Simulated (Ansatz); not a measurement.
Molecule: 2-methylidenebut-3-enylsilane, C5H10Si, net charge 0, singlet state. SMILES: C=CC(=C)C[SiH3]
Structure (B3LYP-D3(BJ)/def2-TZVP (Ansatz, a program for electronic structure) minimum search):
```
C
C 1 1.3397
H 2 1.0823 1 121.77
H 2 1.0823 3 117.05 1 -179.83
C 1 1.4634 2 119.28 3 179.83
C 5 1.3331 1 126.63 2 -179.94
H 6 1.0815 5 120.95 1 179.85
H 6 1.0818 7 116.43 5 -179.71
H 5 1.0857 6 118.58 7 -0.03
C 1 1.5037 2 121.42 3 -1.68
H 10 1.0921 1 109.90 2 24.44
H 10 1.0921 11 106.73 1 -120.66
Si 10 1.8920 11 106.78 12 -116.35
H 13 1.4798 10 111.55 11 -177.85
H 13 1.4815 14 108.95 10 -120.74
H 13 1.4843 14 108.71 15 -118.45
```
Charge 0, spin multiplicity 1.

Parts of the frozen-core correlation energy in STO-3G (Ansatz, hartree). Frozen orbitals: 10; correlated occupied orbitals by spin: 17 and 17; virtual: 17 and 17. No spin-orbit coupling. No relativistic terms. The restricted reference is unstable.

```tsv
term	value
reference (HF)	-478.37814
MP2 opposite-spin	[?]
MP2 same-spin	[?]
CCSD correlation	[?]
(T)	-0.00434
T1 diagnostic	0.003
largest doubles amplitude	0.180
```

Q: Some entries are withheld; supply them.

A: 
- MP2 opposite-spin, value: -0.28479
- MP2 same-spin, value: -0.04713
- CCSD correlation, value: -0.42774
